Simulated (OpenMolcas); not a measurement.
Consider [Cu2(μ-F)2(F)4]2-, a planar model complex in vacuum (2 bridging F, bridge angle 100°, metal-metal distance 2.93 Å, Cu–F 1.91 Å; typed geometry, not optimised).

```xyz
8

Cu    -1.4639     0.0000     0.0000
Cu     1.4639     0.0000     0.0000
F      0.0000     1.2284     0.0000
F      0.0000    -1.2284     0.0000
F     -2.8003     1.3364     0.0000
F     -2.8003    -1.3364     0.0000
F      2.8003     1.3364     0.0000
F      2.8003    -1.3364     0.0000
```

**Question.** Give the energies of the total-spin states at CASSCF(2,2) on the singly occupied d orbitals (ANO-RCC-VDZP, scalar-relativistic DKH2, RICD, no spin-orbit coupling, OpenMolcas), and the exchange constant.

**Answer.** Local spins 1/2 and 1/2.

```json
[
 {"total S": "1", "E (cm⁻¹)": "3.5", "natural occupations, lowest and highest": "1.000, 1.000"},
 {"total S": "0", "E (cm⁻¹)": "0.0", "natural occupations, lowest and highest": "0.975, 1.025"}
]
```

J = -1.8 cm⁻¹ (antiferromagnetic).

J is defined by H = −2J S1·S2, so negative values are antiferromagnetic. Wave-function values come from the highest and lowest total spin; broken-symmetry values use Yamaguchi's formula with the computed ⟨S²⟩. The active space holds the singly occupied metal orbitals alone, without bridging-ligand orbitals. No row is a measured value.
